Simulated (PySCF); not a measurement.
C4H7F3O2.
Geometry (PBE0-D3(BJ)/def2-SVP, Å), atoms numbered from 1 in this order:
```xyz
16
C4H7F3O2 angstrom
C      2.5541   -0.1969   -0.1109
O      1.5467    0.7645   -0.2902
C      0.4662    0.3178   -1.0240
O     -0.2697   -0.6756   -0.3597
C     -0.9635   -0.2321    0.7650
C     -2.4063    0.0915    0.4360
F     -3.0516   -0.9611   -0.0585
F     -3.0473    0.4885    1.5403
F     -2.4970    1.0774   -0.4657
H      2.1802   -1.0896    0.4187
H      3.3523    0.2663    0.4839
H      2.9760   -0.5215   -1.0811
H      0.7799   -0.1521   -1.9740
H     -0.1554    1.2037   -1.2295
H     -0.9729   -1.0326    1.5207
H     -0.4993    0.6583    1.2213
```

Method used: PySCF 2.14.0, density-fitted response routines, TDDFT CAM-B3LYP/def2-SVPD, vertical, gas phase, core orbitals frozen in the response.

Kohn–Sham orbitals with the atoms that hold most of them (Löwdin shares over 4%, at most four atoms; ? is withheld):

| orbital | ε (eV) | atoms |
| --- | --- | --- |
| LUMO+2 | 1.97 | O2 14%, H13 13%, O4 12%, C3 12% |
| LUMO+1 | 1.73 | C1 14%, C6 11%, F8 10%, H12 9% |
| LUMO | ? | ? |
| HOMO | -9.87 | O2 58%, C1 12%, O4 8%, H10 6% |
| HOMO-1 | -10.20 | ? |
| HOMO-2 | -10.66 | O2 34%, O4 22%, C3 12%, C1 8% |
| HOMO-3 | -12.18 | O4 24%, C1 16%, O2 15%, C5 11% |

Question: Give the leading atoms of the LUMO.

Answer: C1 (bonded to O and 3 H) 19%; C5 (bonded to C, O and 2 H) 12%; C3 (bonded to 2 O and 2 H) 9%; H15 (bonded to C) 8%. By element: carbon 40% or more, hydrogen 8% or more.

Question: Give the leading atoms of the HOMO-1.

Answer: O4 (bonded to 2 C) 54%; C5 (bonded to C, O and 2 H) 9%; C3 (bonded to 2 O and 2 H) 7%; C6 (bonded to C and 3 F) 6%. By element: oxygen 54% or more, carbon 22% or more.

Question: What is the LUMO energy, and the HOMO–LUMO gap?

Answer: ε(LUMO) = 1.13 eV; the gap is 11.00 eV (0.4043 hartree).

Question: How does S1 compare with the orbital gap of 11.00 eV?

Answer: S1 is at 7.93 eV (f = 0.0089), 3.07 eV below the gap, made of HOMO→LUMO (83%). 

Question: One configuration dominates each of S1, S2 and S4. Which, and how do the shares of the two leading atoms of either orbital change from the occupied to the empty one?

Answer: 
- S1 (7.93 eV, f 0.0089), HOMO→LUMO (83%): O2 58% → at most 8%, C1 12% → 19%, C5 at most 6% → 12%
- S2 (8.34 eV, f 0.018), HOMO-1→LUMO (79%): O4 54% → at most 8%, C5 9% → 12%, C1 at most 7% → 19%
- S4 (8.80 eV, f 0.034), HOMO-2→LUMO (70%): O2 34% → at most 8%, O4 22% → at most 8%, C1 8% → 19%, C5 at most 8% → 12%

Löwdin shares depend on the basis, the more so with diffuse functions.

One conformer stands for the species.
